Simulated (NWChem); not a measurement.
## Total energies of H$_{4}$Al (-1)

```
Al
H 1 1.6464
H 1 1.6464 2 109.47
H 1 1.6464 2 109.47 3 -120.00
H 1 1.6464 2 109.47 3 120.00
```
Charge -1, spin multiplicity 1.

Program: NWChem. The geometry was optimised at B3LYP/def2-SVP, a minimum by its harmonic frequencies.

Basis set: aug-cc-pVTZ (142 functions).

| method | total energy (Ha) | relative cost |
|---|---|---|
| RHF | -244.24868 | 1 |
| MP2 | -244.38119 | under 3 |
| B2PLYP | -244.72822 | under 3 |
| PBE | -244.69855 | under 3 |
| B3LYP | -244.88806 | under 3 |
| PBE0 | -244.72891 | under 3 |
| CCSD(T) | -244.41403 | 70 |

Total energies of different functionals aren't comparable as a measure of quality: only differences taken within one method are. The cost column gives rough processor time relative to RHF; each entry includes its own SCF.

The correlated methods keep 5 core orbitals frozen. B3LYP has NWChem's definition, with VWN1-RPA local correlation. The structure started from a generated list of species. The anion's geometry comes from a basis without diffuse functions. Coupled-cluster values serve here as a point of comparison, not as the truth.
